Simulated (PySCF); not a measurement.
## Two-component Hartree-Fock for Bi⁺ (bismuth, charge +1)

Start: [Xe] 4f14 5d10 6s1 6p2 7s1; 6s1/2 filled at m_j = +1/2; 6p3/2 filled at m_j = +1/2, +3/2; 7s1/2 filled at m_j = +1/2. Calculated with PySCF 2.14 in x2c-SVPall-2c with one added diffuse shell each of s, p type (8s12p7d2f, 93 functions): generalised Hartree-Fock with the X2C-1e Hamiltonian and a Gaussian nucleus; one run each with spin-orbit coupling (SO) switched off, then screened by Boettger's factors. This is a chosen level, not necessarily the ground level.

```
spinor shell  electrons  ε, spin-free (eV)  ε, screened SO (eV)  weight of nominal j (screened SO)  rms radius, screened SO (bohr)
       1s1/2          2           -91058.0             -91015.9                              1.000                          0.0178
       2s1/2          2           -16532.1             -16518.5                              1.000                          0.0718
       2p1/2          2           -14166.7             -15848.3                              1.000                          0.0606
       2p3/2          4           -14166.7             -13523.0                              1.000                          0.0691
       3s1/2          2            -4074.7              -4070.1                              1.000                           0.183
       3p1/2          2            -3388.9              -3768.0                              1.000                           0.175
       3d3/2          4            -2685.3              -2749.3                              1.000                           0.168
       3d5/2          6            -2685.3              -2638.5                              1.000                           0.172
       4s1/2          2            -985.70              -984.18                              1.000                           0.401
       4p1/2          2            -757.24              -851.47                              1.000                           0.404
       4p3/2          4            -757.24              -719.83                              1.000                           0.438
       4d3/2          4            -489.26              -503.11                              1.000                           0.450
       4d5/2          6            -489.26              -478.59                              1.000                           0.455
       5s1/2          2            -195.32              -195.03                              1.000                           0.891
       4f5/2          6            -192.99              -195.28                              1.000                           0.479
       4f7/2          8            -192.99              -189.92                              1.000                           0.481
       5p1/2          2            -128.72              -146.88                              1.000                           0.951
       5p3/2          4            -128.72              -121.60                              1.000                            1.04
       5d3/2          4            -49.270              -51.029                              0.983                            1.29
       5d5/2          6            -49.270              -47.877                              0.989                            1.31
       6s1/2          1            -33.164              -32.821                              0.999                            2.23
       6p3/2          2            -19.598              -19.485                              0.653                            2.82
       7s1/2          1             -8.107               -8.091                              1.000                            5.53
```

Problem. Where does 3p3/2 lie, and what is the 3p spin-orbit splitting (screened SO)?

Solution. At -3240.1 eV, 527.90 eV above 3p1/2.

| quantity | spin-free | screened SO |
| --- | --- | --- |
| E (hartree) | -21511.78230 | -21552.72244 |
| M_J | 3 | 3 |
| ⟨J²⟩ | 12.008 | 12.009 |
| ⟨L²⟩ | 2.004 | 2.757 |
| ⟨S²⟩ | 6.004 | 5.660 |

Each row is a mean over spinors that exchange with the open shell spreads, by up to 1.954 eV (6p3/2).

Rows whose weight is well below 1 are mixtures of j = l ± 1/2: exchange outweighs spin-orbit coupling there, and the label is only the starting occupation.

Breit and QED terms are absent; they matter most for the inner s and p1/2 levels.

Densities and radii are taken from the X2C orbitals without a picture-change correction, which distorts them close to the nucleus.

Without spin-orbit coupling the j labels of p, d and f shells carry no meaning; the spin-free column gives the mean over the occupied spinors of each nl shell.
